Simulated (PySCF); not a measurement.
Isomers of C7H12O2Si, one GFN2-xTB conformer each. Single-point energies are computed at PBE0/pcSseg-1 (PySCF, gas phase, no added dispersion term), electronic only.

```
                     SMILES  GFN2-xTB relative energy (kJ/mol)
C=C(C)C[C@H]1OCC(=O)[SiH2]1                               53.3
  CCC[C@H]1CC(=O)[SiH2]C1=O                                0.0
```

Conformers: `[CH2:1]=[C:2]([CH3:3])[CH2:4][C@H:5]1[O:6][CH2:7][C:8](=[O:9])[SiH2:10]1` with C1–C2–C4–C5 -117°, C2–C4–C5–O6 48°, C4–C5–O6–C7 75°, C5–O6–C7–C8 42°, O6–C7–C8–O9 168°, C7–C8–Si10–C5 -10°; `[CH3:1][CH2:2][CH2:3][C@H:4]1[CH2:5][C:6](=[O:7])[SiH2:8][C:9]1=[O:10]` with C1–C2–C3–C4 -63°, C2–C3–C4–C5 -179°, C3–C4–C5–C6 75°, C4–C5–C6–O7 -151°, C5–C6–Si8–C9 -7°, C6–Si8–C9–O10 162°.

Question: What does PBE0/pcSseg-1 give for the same structures?

Answer: 
```json
{"SMILES": "CCC[C@H]1CC(=O)[SiH2]C1=O", "PBE0/pcSseg-1 E (Eh)": "-713.21166", "PBE0/pcSseg-1 (kJ/mol)": "0.0", "GFN2-xTB (kJ/mol)": "0.0", "point group": "C1"}
{"SMILES": "C=C(C)C[C@H]1OCC(=O)[SiH2]1", "PBE0/pcSseg-1 E (Eh)": "-713.18025", "PBE0/pcSseg-1 (kJ/mol)": "82.5", "GFN2-xTB (kJ/mol)": "53.3", "point group": "C1"}
```

Both levels put the same isomer lowest. As drawn, the higher has a C=C bond outside aromatic rings, which the lower lacks.

Question: Which frontier levels, dipoles and rotational constants go with these structures?

Answer: 
```tsv
SMILES	HOMO (eV, PBE0/pcSseg-1)	LUMO (eV)	dipole (D)	A, B, C (MHz)
CCC[C@H]1CC(=O)[SiH2]C1=O	-6.55	-1.95	1.30	1842, 788.4, 656.3
C=C(C)C[C@H]1OCC(=O)[SiH2]1	-6.55	-1.40	2.58	2179, 706.7, 626.7
```
